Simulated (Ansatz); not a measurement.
Consider the atomization: `[O][InH][Cl]`• → Cl• + H• + In• + O•.

Isolated molecules relaxed with PBE0-D4/def2-TZVP in Ansatz; ΔE leaves out vibrations. CCSD(T)/CBS is the MP2 limit (def2-TZVPP, def2-QZVPP) plus CCSD(T) − MP2 in def2-TZVPP, frozen cores. This one scheme is used for every species, atoms too. DFT in def2-TZVPP. No spin–orbit coupling; open shells (•) take unrestricted orbitals. Spin–orbit coupling would lower the free atoms: a little for Cl, O; strongly for In. def2 core potentials past Kr. For In outer-core shells are correlated without core-valence functions, so the limit isn't a true one: a few kJ/mol of doubt a bond, and 10 to 20 or more in all where bonds break to atoms.

CCSD(T)/CBS gives +852.2 kJ/mol.

(1) Another level gave +853.4 kJ/mol. Which?
A. CCSD(T)/def2-TZVPP
B. BLYP/def2-TZVPP
C. BHLYP/def2-TZVPP
D. ωB97M-V/def2-TZVPP

Largest T1 diagnostic among the species: 0.017.

## Answers

(1) D. ωB97M-V 853.4, BHLYP 782.1, BLYP 819.1, CCSD(T)/def2-TZVPP 814.6 kJ/mol.

At CCSD(T), def2-SVP lies −101.7 kJ/mol from the extrapolated value and def2-TZVPP −37.5 kJ/mol: correlation converges slowly with the basis, and small sets miss more of it in the bonded molecule than in its fragments. In def2-TZVPP, CCSD(T) changes the Hartree–Fock value by +265.7 kJ/mol (the triples alone add +22.9 kJ/mol) and MP2 by +273.8 kJ/mol; breaking electron pairs costs correlation energy, which Hartree–Fock lacks.

For atomizations the MP2-based limit and the directly extrapolated one differ by several kJ/mol either way, and by 10 to 25 for some Ge, Se and Sn compounds, so smaller differences from it don't rank the levels.
